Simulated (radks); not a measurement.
Task: The mean radii <r> (bohr) of the occupied orbitals of an atom or ion are listed with their occupations. Method: non-relativistic Kohn-Sham, LDA (Slater exchange, Perdew-Wang correlation), spin-unpolarised, spherical densities, point nucleus; computed with a radial shooting solver on a logarithmic mesh with Libxc functionals.

| orbital | occ. | <r> |
|---|---|---|
| 1s | 2 | 0.03313 |
| 2s | 2 | 0.1439 |
| 2p | 6 | 0.1230 |
| 3s | 2 | 0.3926 |
| 3p | 6 | 0.3847 |
| 3d | 10 | 0.3576 |
| 4s | 2 | 0.9711 |
| 4p | 6 | 1.046 |
| 4d | 8 | 1.400 |
| 5s | 1 | 3.048 |
| 5p | 1 | 4.232 |

Name the element and its charge.

Result: Z = 46, palladium, charge 0: Pd in [Kr] 4d8 5s1 5p1. The 1s radius gives Z: for a bare nucleus <r> = 1.5/Z, 0.03261 bohr for Z = 46, and screening makes it slightly larger (0.03313 here). The occupations add up to 46, and the charge is Z minus that.
